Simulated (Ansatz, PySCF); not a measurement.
SiBr2F2, SMILES Br[Si](F)(F)Br. Atoms are numbered in the order given.

```xyz
5

F      0.0000    -1.2872     1.6113
Si     0.0000     0.0000     0.6598
F      0.0000     1.2872     1.6113
Br    -1.8089     0.0000    -0.5514
Br     1.8089     0.0000    -0.5514
```

The structure is a stationary point at PBE0-D3(BJ)/def2-SVP.

Two levels are set side by side: PBE-D3(BJ)/def2-SVP (Ansatz, an electronic-structure program) and PBE0-D3(BJ)/def2-SVP (Ansatz). Each level has its own optimised geometry; the coordinates shown are those of the second. Frequencies come from the Hessian of PySCF at each geometry. Differences are taken from unrounded values.

| quantity | PBE0-D3(BJ) |
|---|---|
| mean bond length (Å) | 1.889 |
| bond F1–Si2 (Å) | 1.601 |
| bond Si2–F3 (Å) | 1.601 |
| bond Si2–Br4 (Å) | 2.177 |
| bond Si2–Br5 (Å) | 2.177 |
| highest harmonic wavenumber (cm⁻¹) | 990 |
| mean harmonic wavenumber (cm⁻¹) | 434 |
| zero-point energy (kcal/mol) | 5.58 |

**Question.** What does PBE-D3(BJ) give, and how far is it from PBE0-D3(BJ)? (Estimate from the structure and the level; the computed values follow.)

**Answer.** 
| quantity | PBE-D3(BJ) | PBE-D3(BJ) minus PBE0-D3(BJ) |
|---|---|---|
| mean bond length (Å) | 1.907 | 0.018 |
| bond F1–Si2 (Å) | 1.617 | 0.017 |
| bond Si2–F3 (Å) | 1.617 | 0.017 |
| bond Si2–Br4 (Å) | 2.196 | 0.019 |
| bond Si2–Br5 (Å) | 2.196 | 0.019 |
| highest harmonic wavenumber (cm⁻¹) | 953 | -37 |
| mean harmonic wavenumber (cm⁻¹) | 416 | -18 |
| zero-point energy (kcal/mol) | 5.35 | -0.23 |

Exact exchange shortens and stiffens bonds; PBE has none. Differences between two approximate levels are no errors against the true value.
